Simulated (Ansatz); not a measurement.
A run for Ansatz (a program for electronic structure): R-CCSD(T)/cc-pVDZ on CH4GeO (SMILES [CH3][Ge][OH]), a point of a torsion scan. The run froze 16 orbitals, filled d shells among them.

Ansatz 0.2 input:
```yaml
crystal:
  periodic: [false, false, false]
  atoms:
    - {symbol: C, position_ang: [-0.90317211, -0.05362995, 0.02267867]}
    - {symbol: Ge, position_ang: [0.50719692, 1.42142342, -0.17518508]}
    - {symbol: O, position_ang: [1.92046162, 0.37189655, 0.17294049]}
    - {symbol: H, position_ang: [-0.55692827, -0.97626848, -0.44104248]}
    - {symbol: H, position_ang: [-1.86417832, 0.21435703, -0.41540872]}
    - {symbol: H, position_ang: [-1.06572057, -0.25957613, 1.08162741]}
    - {symbol: H, position_ang: [2.55595962, 0.46592980, 0.87365515]}
basis:
  gaussian:
    orbitals: cc-pVDZ
magnetization: {spin_polarized: false}
correlation: {method: ccsd_t, electrons: outside_noble_gas}
scf: {lower_state_search: off}
```

Program output:

```
WARN ansatz: RAYON_NUM_THREADS=1 ignored (pool sized by the plan → 1); use --threads N
Functional definition: HF
these checks for a lower state are left out or cut short: stability, starts, cluster_reference, orbital_swaps, neighbouring_geometries, increment
integrals: 0.06 GiB planned
760 factors; integrals over basis functions are off by at most 1.1e-3 eV
mean field: 0.15 GiB planned
mean field evaluation 1: about -59600.0141 eV, gradient 4.0e1 eV
mean field evaluation 2: about -59600.0204 eV, gradient 4.0e1 eV
mean field evaluation 4: about -59603.5565 eV, gradient 3.3e0 eV
mean field evaluation 8: about -59603.6069 eV, gradient 6.6e-4 eV
mean field -59603.60687300 eV, -2190.3921518071 hartree, gradient 3.0e-6 eV, S^2 0.000000; 0 other end points of the search recorded, 0 dependent functions left out
16 core orbitals not correlated
reference -59603.60687300 eV, -2190.3921518071 hartree; 9, 9 occupied and 50, 50 virtual orbitals, 760 factors
second order -11.25859055 eV of doubles, -0.00000000 eV of singles
coupled cluster: 0.14 GiB planned
cycle   1  -11.73444844 eV  change   -4.8e-1 eV  update   9.4e-2
cycle   2  -12.06362640 eV  change   -3.3e-1 eV  update   3.2e-2
cycle   3  -12.17312540 eV  change   -1.1e-1 eV  update   2.0e-2
cycle   4  -12.16905193 eV  change    4.1e-3 eV  update   5.8e-3
cycle   5  -12.16714825 eV  change    1.9e-3 eV  update   2.8e-3
cycle   6  -12.16743943 eV  change   -2.9e-4 eV  update   1.1e-3
cycle   7  -12.16707997 eV  change    3.6e-4 eV  update   4.9e-4
cycle   8  -12.16712496 eV  change   -4.5e-5 eV  update   2.2e-4
cycle   9  -12.16721692 eV  change   -9.2e-5 eV  update   1.1e-4
cycle  10  -12.16717422 eV  change    4.3e-5 eV  update   5.9e-5
cycle  11  -12.16719384 eV  change   -2.0e-5 eV  update   3.1e-5
cycle  12  -12.16720381 eV  change   -1.0e-5 eV  update   1.2e-5
perturbative correction -0.31986656 eV, -0.0117548793 hartree
Total energy: -59616.09394338 eV, -2190.8510431792 hartree
Checks for a lower state left out: stability, starts, cluster_reference, orbital_swaps, neighbouring_geometries, increment
```

Self-consistency was reached.

Cost: very roughly 2.7 core-seconds.
